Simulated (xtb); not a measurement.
H2ClO (SMILES [OH2+]Cl), charge +1, singlet, at a GFN2-xTB geometry; GFN1-xTB (xtb 6.7.1).

The xtb input:
```
$ xtb mol.xyz --gfn 1 --chrg 1 --hess --json

# file mol.xyz
4

O     -0.04953206     1.10991468    -0.06643190
H     -0.99333882     1.37577953     0.07064769
Cl     0.05025526    -0.69019538    -0.01068915
H      0.53525584     1.47822452     0.64252305
```

Task: Write the output that xtb gives for this input, abridged.

Result: 
```
   ID    Z sym.   atoms
    1    8 O      1
    2    1 H      2, 4
    3   17 Cl     3

           -------------------------------------------------
          |                Calculation Setup                |
           -------------------------------------------------

           -------------------------------------------------
          |                 G F N 1 - x T B                 |
           -------------------------------------------------

          ...................................................
          :                      SETUP                      :
          :.................................................:
          :  # basis functions                  18          :
          :  # atomic orbitals                  17          :
          :  # shells                            9          :
          :  # electrons                        14          :
          :  # halogen bonds                     1          :
          :  max. iterations                   250          :
          :  Hamiltonian                  GFN1-xTB          :
          :  restarted?                      false          :
          :  GBSA solvation                  false          :
          :  PC potential                    false          :
          :  electronic temp.          300.0000000     K    :
          :  accuracy                    1.0000000          :
          :  -> integral cutoff          0.2500000E+02      :
          :  -> integral neglect         0.1000000E-07      :
          :  -> SCF convergence          0.1000000E-05 Eh   :
          :  -> wf. convergence          0.2000000E-04 e    :
          :  Broyden damping             0.4000000          :
          :  net charge                          1          :
          :  unpaired electrons                  0          :
          ...................................................

 iter      E             dE          RMSdq      gap      omega  full diag
   1     -9.4528448 -0.945284E+01  0.458E+00    2.88       0.0  T
   2     -9.4710784 -0.182335E-01  0.182E+00    3.13       1.0  T
   3     -9.4711687 -0.902995E-04  0.646E-01    3.17       1.0  T
   4     -9.4711907 -0.220096E-04  0.223E-02    3.16       2.2  T
   5     -9.4711918 -0.107293E-05  0.215E-02    3.16       2.3  T
   6     -9.4711932 -0.140117E-05  0.100E-03    3.16      49.9  T
   7     -9.4711932  0.516893E-08  0.129E-03    3.16      38.6  T
   8     -9.4711932 -0.538913E-08  0.149E-06    3.16   33597.1  T
   9     -9.4711932  0.177636E-14  0.643E-08    3.16  100000.0  T

   *** convergence criteria satisfied after 9 iterations ***

         :::::::::::::::::::::::::::::::::::::::::::::::::::::
         ::                     SUMMARY                     ::
         :::::::::::::::::::::::::::::::::::::::::::::::::::::
         :: total energy              -9.442784072130 Eh    ::
         :: gradient norm              0.026209027935 Eh/a0 ::
         :: HOMO-LUMO gap              3.161590148603 eV    ::
         ::.................................................::
         :: SCC energy                -9.471193158341 Eh    ::
         :: -> electrostatic           0.142474206785 Eh    ::
         :: repulsion energy           0.028947836707 Eh    ::
         :: dispersion energy         -0.000538750495 Eh    ::
         :: halogen bond corr.         0.000000000000 Eh    ::
         :: add. restraining           0.000000000000 Eh    ::
         :: total charge               1.000000000000 e     ::
         :::::::::::::::::::::::::::::::::::::::::::::::::::::

           -------------------------------------------------
          |                Numerical Hessian                |
           -------------------------------------------------
step length          :   0.00500
SCC accuracy         :   0.30000
Hessian scale factor :   1.00000
frozen atoms in %    :   0.00000    0
RMS gradient         :   0.02621 !! INCOMPLETELY OPTIMIZED GEOMETRY !!
estimated CPU  time      0.00 min

[...]
   9:  2.25  10:  2.18  11:  1.52  12:  2.21
 IR intensities (km·mol⁻¹)
   1:119.40   2:  3.02   3:  5.23   4: 18.92   5: 28.73   6: 49.62   7: 51.82   8:556.78
   9: 27.59  10:279.09  11:225.12  12:306.74
 Raman intensities (Ä⁴*amu⁻¹)
   1:  0.00   2:  0.00   3:  0.00   4:  0.00   5:  0.00   6:  0.00   7:  0.00   8:  0.00
   9:  0.00  10:  0.00  11:  0.00  12:  0.00
 output can be read by thermo (or use thermo option).
 writing <g98.out> molden fake output.
 recommended (thermochemical) frequency scaling factor: 1.0
           -------------------------------------------------
          |             Thermodynamic Functions             |
           -------------------------------------------------

cs  symmetry found (for desy threshold:  0.10E+00) used in thermo

          ...................................................
          :                      SETUP                      :
          :.................................................:
          :  # frequencies                           6      :
          :  # imaginary freq.                       0      :
          :  linear?                             false      :
          :  only rotor calc.                    false      :
          :  symmetry                               cs      :
          :  rotational number                       1      :
          :  scaling factor                  1.0000000      :
          :  rotor cutoff                   50.0000000 cm⁻¹ :
          :  imag. cutoff                  -20.0000000 cm⁻¹ :
          :.................................................:

    mode    ω/cm⁻¹     T·S(HO)/kcal·mol⁻¹    T·S(FR)/kcal·mol⁻¹   T·S(vib)
   ------------------------------------------------------------------------
   ------------------------------------------------------------------------

   temp. (K)  partition function   enthalpy   heat capacity  entropy
                                   cal/mol     cal/K/mol   cal/K/mol   J/K/mol
 298.15  VIB   1.08                  173.265      2.204      0.741
         ROT  0.415E+04              888.752      2.981     19.535
         INT  0.449E+04             1062.017      5.185     20.276
         TR   0.378E+27             1481.254      4.968     37.835
         TOT                        2543.2709    10.1532    58.1108   243.1355

       T/K    H(0)-H(T)+PV         H(T)/Eh          T*S/Eh         G(T)/Eh
   ------------------------------------------------------------------------
    298.15    0.405296E-02    0.274134E-01    0.276103E-01   -0.196890E-03
   ------------------------------------------------------------------------

         :::::::::::::::::::::::::::::::::::::::::::::::::::::
         ::                  THERMODYNAMIC                  ::
         :::::::::::::::::::::::::::::::::::::::::::::::::::::
         :: total free energy          -9.442980962469 Eh   ::
         ::.................................................::
         :: total energy               -9.442784072130 Eh   ::
         :: zero point energy           0.023360451650 Eh   ::
         :: G(RRHO) w/o ZPVE           -0.023557341989 Eh   ::
         :: G(RRHO) contrib.           -0.000196890339 Eh   ::
         :::::::::::::::::::::::::::::::::::::::::::::::::::::

           -------------------------------------------------
          | TOTAL ENERGY               -9.442784072130 Eh   |
          | TOTAL ENTHALPY             -9.415370660358 Eh   |
          | TOTAL FREE ENERGY          -9.442980962469 Eh   |
          | GRADIENT NORM               0.026209027241 Eh/α |
          | HOMO-LUMO GAP               3.161590140437 eV   |
           -------------------------------------------------
########################################################################
[WARNING] Runtime exception occurred
-1- hessian_numhess: Hessian on incompletely optimized geometry!
########################################################################

normal termination of xtb
```
